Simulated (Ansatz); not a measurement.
```yaml
crystal:
  periodic: [false, false, false]
  atoms:
    - {symbol: C, position_ang: [-0.415951, 1.486999, -1.055222]}
    - {symbol: Al, position_ang: [-0.302271, -0.274400, -0.226905]}
    - {symbol: Si, position_ang: [1.195813, -0.844063, 1.627738]}
    - {symbol: S, position_ang: [-1.564440, -1.921222, -0.931029]}
    - {symbol: H, position_ang: [0.564535, 1.801659, -1.426790]}
    - {symbol: H, position_ang: [-0.726959, 2.235442, -0.318997]}
    - {symbol: H, position_ang: [-1.120864, 1.521301, -1.888961]}
    - {symbol: H, position_ang: [1.057857, -2.263690, 2.057263]}
    - {symbol: H, position_ang: [0.927241, 0.016509, 2.817130]}
    - {symbol: H, position_ang: [2.622598, -0.622278, 1.250400]}
    - {symbol: H, position_ang: [-2.172059, -1.193157, -1.884026]}
basis:
  gaussian: {orbitals: def2-TZVP}
total_charge: 1
magnetization: {spin_polarized: true, initial_magnetization: 1}
hamiltonian: {xc: {name: HF}}
correlation: {method: mp2, frozen_orbitals: {C: 0}}
scf: {lower_state_search: off}
```

```sh
$ ansatz run in.yaml --threads 4 --pin off --events-out ev --progress --plain --max-ram 10444MiB
```

It prints (some lines left out):

```
Functional definition: HF
Error: "frozen_orbitals" has no count for Al
```

**Question.** What is wrong with this run?

**Answer.** Frozen orbitals are typed for one element alone, and the program wants a count for each. The input was rejected before any iteration.
